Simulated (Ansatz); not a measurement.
Reaction (redistribution): `[SiH3][S][GeH3]` + `BBr` → `[GeH3][Br]` + `BS[SiH3]`

Calculated with Ansatz (gas phase, PBE0-D4/def2-TZVP geometries, no zero-point term in ΔE). CCSD(T)/CBS is the MP2 limit (def2-TZVPP, def2-QZVPP) plus CCSD(T) − MP2 in def2-TZVPP, frozen cores. Functionals use def2-TZVPP. HSE06 is defined as in plane-wave codes. For Br, Ge outer-core shells are correlated without core-valence functions, which leaves a few kJ/mol of doubt a bond. Scalar relativity is left out up to krypton.

```csv
level,ΔE (kJ/mol),difference from CCSD(T)/CBS
revPBE-D4,-35.5,-4.8
r2SCAN-D4,-37.1,-6.4
PBE0-D4,-36.4,-5.7
r2SCANh-D4,-37.0,-6.3
CAM-B3LYP-D4,-38.1,-7.4
ωB97M-V,-36.7,-6.0
B2PLYP,-37.1,-6.4
revPBE,-38.2,-7.5
HSE06,-38.2,-7.5
CAM-B3LYP,-40.0,-9.3
HF/def2-SVP,-39.4,-8.7
SCS-MP2/def2-TZVPP,-32.2,-1.5
CCSD/def2-TZVPP,-33.0,-2.3
CCSD(T)/def2-TZVPP,-32.4,-1.7
HF/CBS(def2),-39.9,-9.2
CCSD/CBS(def2),-31.4,-0.7
CCSD(T)/CBS,-30.7,0
```

Task: What do rigid-rotor, harmonic-oscillator terms from PBE0-D4/def2-TZVP frequencies (298.15 K, 1 bar) make of the CCSD(T)/CBS value? (Estimate.)

Result: The calculation gave: ΔZPE = +2.3 kJ/mol, ΔH = -29.7 kJ/mol, ΔS = -15 J/(mol·K), ΔG = -25.2 kJ/mol. Modes under 50 cm⁻¹ make the entropy rough.

Largest T1 diagnostic among the species: 0.014.

Leaving LDA and LC-ωPBE aside and taking each functional with its dispersion term where it has one, the values, not all of them listed here, spread over 3.0 kJ/mol, from CAM-B3LYP-D4 to PBE-QIDH. The D4 term adds +3.1 kJ/mol with B3LYP and +1.7 kJ/mol with PBE0; it sums over pairs of atoms, weighted by their polarisabilities, and B3LYP, whose exchange is more repulsive, gets the larger term. At CCSD(T), def2-SVP lies −8.0 kJ/mol from the extrapolated value and def2-TZVPP −1.7 kJ/mol.

B3LYP here is the variant with VWN-RPA as its local correlation; programs differ in this.
